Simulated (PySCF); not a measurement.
F₆Ru (SMILES [F][Ru]([F])([F])([F])([F])[F]), triplet, geometry from GFN2-xTB (such geometries of metal compounds can be far from the true shape) (core potentials on Ru); PySCF with DF-PBE/def2-SV(P).

PySCF was given this input:
```python
from pyscf import gto, scf, dft

mol = gto.M(
    atom='''
Ru    0.000000   -0.000000    0.000000
F     1.112449   -0.448904   -1.398757
F    -1.112449    0.448904    1.398757
F    -1.159771    0.808525   -1.181861
F    -0.901646   -1.593847   -0.205576
F     0.901646    1.593847    0.205576
F     1.159771   -0.808525    1.181861
''',
    basis='def2-sv(p)',
    ecp={'Ru': 'def2-sv(p)'},
    charge=0,
    spin=2,
    verbose=4,
    symmetry=True,
)

mf = dft.UKS(mol)
mf.xc = 'pbe'
mf = mf.density_fit(auxbasis='def2-universal-jkfit')
mf.kernel()
mf.analyze()
```

**Question.** What does PySCF print? Leave out banner, timings and long lists.

**Answer.** 
```
PySCF version 2.14.0

[INPUT] verbose = 4
[INPUT] num. atoms = 7
[INPUT] num. electrons = 70
[INPUT] charge = 0
[INPUT] spin (= nelec alpha-beta = 2S) = 2
[INPUT] symmetry True subgroup None
[INPUT] Mole.unit = angstrom
[INPUT] Symbol           X                Y                Z      unit          X                Y                Z       unit  Magmom
[...]
nuclear repulsion = 480.386049625918
point group symmetry = D4h, use subgroup D2h
symmetry origin: [0. 0. 0.]
symmetry axis x: [ 0.60370282 -0.24361082 -0.75907619]
symmetry axis y: [0.48930469 0.8649479  0.11156186]
symmetry axis z: [ 0.62938368 -0.43876975  0.64137141]
num. orbitals of irrep Ag = 30
num. orbitals of irrep B1g = 9
num. orbitals of irrep B2g = 9
num. orbitals of irrep B3g = 9
num. orbitals of irrep Au = 3
num. orbitals of irrep B1u = 16
num. orbitals of irrep B2u = 16
num. orbitals of irrep B3u = 16
number of shells = 46
number of NR pGTOs = 194
number of NR cGTOs = 108
basis = def2-sv(p)
ecp = {'Ru': 'def2-sv(p)'}

******** <class 'pyscf.df.df_jk.DFSymAdaptedUKS'> ********
method = DFSymAdaptedUKS
initial guess = minao
damping factor = 0
level_shift factor = 0
DIIS = <class 'pyscf.scf.diis.CDIIS'>
diis_start_cycle = 1
diis_space = 8
diis_damp = 0
SCF conv_tol = 1e-09
SCF conv_tol_grad = None
SCF max_cycles = 50
direct_scf = False
number electrons alpha = 36  beta = 34
XC library pyscf.dft.libxc version 7.1.2
    S. Lehtola, C. Steigemann, M. J. T. Oliveira, and M. A. L. Marques,  SoftwareX 7, 1–5 (2018)
XC functionals = pbe
    J. P. Perdew, K. Burke, and M. Ernzerhof,  Phys. Rev. Lett. 77, 3865 (1996)
    J. P. Perdew, K. Burke, and M. Ernzerhof,  Phys. Rev. Lett. 78, 1396 (1997)
    J. P. Perdew, K. Burke, and M. Ernzerhof,  Phys. Rev. Lett. 77, 3865 (1996)
    J. P. Perdew, K. Burke, and M. Ernzerhof,  Phys. Rev. Lett. 78, 1396 (1997)
radial grids:
    Treutler-Ahlrichs [JCP 102, 346 (1995); DOI:10.1063/1.469408] (M4) radial grids

becke partition: Becke, JCP 88, 2547 (1988); DOI:10.1063/1.454033
pruning grids: <function nwchem_prune>
grids dens level: 3
symmetrized grids: True
atomic radii adjust function: <function treutler_atomic_radii_adjust>
small_rho_cutoff = 0
Freeze 0 electrons in irreps []
    70 free electrons in irreps Ag B1g B2g B3g Au B1u B2u B3u
Set gradient conv threshold to 3.16228e-05
tot grids = 107752
init E= -683.890878487622

cycle= 1 E= -692.395948506397  delta_E= -8.51  |g|=  1.2  |ddm|= 2.55

[...]
SCF not converged.
Total Energy =                        -692.928015428296249
[...]
beta  MO #66 (B1u #11), energy= 1.29424793904769 occ= 0
beta  MO #67 (B3u #11), energy= 1.29541067435598 occ= 0
beta  MO #68 (B3g #6), energy= 1.37621201387325 occ= 0
beta  MO #69 (B1g #6), energy= 1.37866692872089 occ= 0
beta  MO #70 (B2g #6), energy= 1.37947220708408 occ= 0
beta  MO #71 (Ag #20), energy= 1.38119593794267 occ= 0
beta  MO #72 (B2u #12), energy= 1.6626188492125 occ= 0
beta  MO #73 (B1u #12), energy= 1.6632890252185 occ= 0
beta  MO #74 (B3u #12), energy= 1.66561904851383 occ= 0
beta  MO #75 (Ag #21), energy= 1.76006635307488 occ= 0
beta  MO #76 (Ag #22), energy= 1.76249472179661 occ= 0
beta  MO #77 (Ag #23), energy= 2.24594838049077 occ= 0
beta  MO #78 (B2u #13), energy= 2.86585219566832 occ= 0
beta  MO #79 (B1u #13), energy= 2.86652283146021 occ= 0
beta  MO #80 (B3u #13), energy= 2.86998343200461 occ= 0
beta  MO #81 (B3u #14), energy= 2.87153758361711 occ= 0
beta  MO #82 (B3g #7), energy= 2.87158675502313 occ= 0
beta  MO #83 (B2u #14), energy= 2.87293299136409 occ= 0
beta  MO #84 (B1u #14), energy= 2.87297844067118 occ= 0
beta  MO #85 (B1g #7), energy= 2.87492839809838 occ= 0
beta  MO #86 (B2g #7), energy= 2.87608574483835 occ= 0
beta  MO #87 (B2g #8), energy= 2.90404930929478 occ= 0
beta  MO #88 (B1g #8), energy= 2.90507026720507 occ= 0
beta  MO #89 (Au #1), energy= 2.90624361141013 occ= 0
beta  MO #90 (Au #2), energy= 2.90765420259376 occ= 0
beta  MO #91 (B2u #15), energy= 2.90821573991545 occ= 0
beta  MO #92 (B3g #8), energy= 2.90877950256792 occ= 0
beta  MO #93 (Ag #24), energy= 2.90917638044639 occ= 0
beta  MO #94 (B1u #15), energy= 2.90960755707643 occ= 0
beta  MO #95 (Au #3), energy= 2.91276986851865 occ= 0
beta  MO #96 (B3u #15), energy= 2.91473308502171 occ= 0
beta  MO #97 (Ag #25), energy= 2.95891619798996 occ= 0
beta  MO #98 (Ag #26), energy= 2.96185065862877 occ= 0
beta  MO #99 (Ag #27), energy= 3.09756075684087 occ= 0
beta  MO #100 (Ag #28), energy= 3.10080701412986 occ= 0
beta  MO #101 (B3g #9), energy= 3.13606087925063 occ= 0
beta  MO #102 (B1g #9), energy= 3.13804369321233 occ= 0
beta  MO #103 (B2g #9), energy= 3.13877276900028 occ= 0
beta  MO #104 (Ag #29), energy= 3.19799590191946 occ= 0
beta  MO #105 (B2u #16), energy= 3.21057170272574 occ= 0
beta  MO #106 (B1u #16), energy= 3.21082233136425 occ= 0
beta  MO #107 (B3u #16), energy= 3.2113173327803 occ= 0
beta  MO #108 (Ag #30), energy= 45.0766928843153 occ= 0
In total            36.00000 | 34.00000
Dipole moment(X, Y, Z, Debye): -0.00000, -0.00000, -0.00000
```

The run did not converge; its last values are not results.
